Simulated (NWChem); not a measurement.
BSiH$_{4}$O$_{2}$F; SMILES [SiH2](B(O)O)F

```xyz
9

Si    -0.6395     0.9465     0.0000
F      0.8132     1.7634     0.0000
B      0.0344    -0.9811     0.0000
O     -0.6723    -2.1520     0.0000
O      1.3975    -1.0823     0.0000
H     -1.4154     1.3859    -1.2148
H     -1.4154     1.3859     1.2148
H     -1.6342    -2.0189     0.0000
H      1.8056    -0.1939     0.0000
```
Atoms are numbered in this order, from 1.

Results from NWChem. Pople sets run with spherical d functions. Coordinates come from a PBE-D3(BJ)/def2-SVP optimisation. Vzz is the largest principal value of the second derivative of the potential at the nucleus (NWChem prints the opposite sign); η is the asymmetry. Non-relativistic.

| level | Vzz B3 (a.u.) | η B3 | Vzz O4 (a.u.) | η O4 | Vzz O5 (a.u.) | η O5 | relative time |
|---|---|---|---|---|---|---|---|
| CAM-B3LYP/def2-TZVP | 0.347 | 0.07 | 1.278 | 0.20 | 1.174 | 0.11 | 30 |
| CAM-B3LYP/6-31G* | 0.303 | 0.10 | 1.287 | 0.26 | 1.179 | 0.18 | 3 |
| B3LYP/6-31G* | 0.293 | 0.10 | 1.290 | 0.26 | 1.178 | 0.18 | 1 |
| B3LYP/def2-SVP | 0.305 | 0.11 | 1.317 | 0.22 | 1.207 | 0.14 | 1 |

Relative times are rough (shared machine, one core).
